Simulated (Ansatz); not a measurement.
Mulliken charges of `[OH2+][Au-][Br]` from r2SCAN/def2-TZVPP in Ansatz (PBE0-D4/def2-TZVP geometry).

| atom | x (Å) | y (Å) | z (Å) | charge (e) |
| --- | --- | --- | --- | --- |
| O1 | -0.767 | 0.824 | -0.430 | -0.319 |
| Au2 | 0.756 | -0.410 | 0.488 | 0.153 |
| Br3 | 2.407 | -1.738 | 1.485 | -0.349 |
| H4 | -1.652 | 0.563 | -0.152 | 0.258 |
| H5 | -0.744 | 0.762 | -1.391 | 0.258 |

Task: By hand: the dipole of these point charges (1 e Å = 4.8032 D).

Result: Σ q r = (-1.098, 0.623, -0.705) e Å, of length 1.446 e Å = 6.95 D.

Task: How does the dipole of the full density compare? (Best estimate.)

Result: Ansatz gave: (-1.195, 0.624, -0.775) e Å, 7.47 D; the point charges give 0.93 times that, at 2° from its direction.

Point charges leave out the atoms' own dipoles, such as those of lone pairs, and Mulliken's split depends on the basis, so the close match here is no proof of good charges.
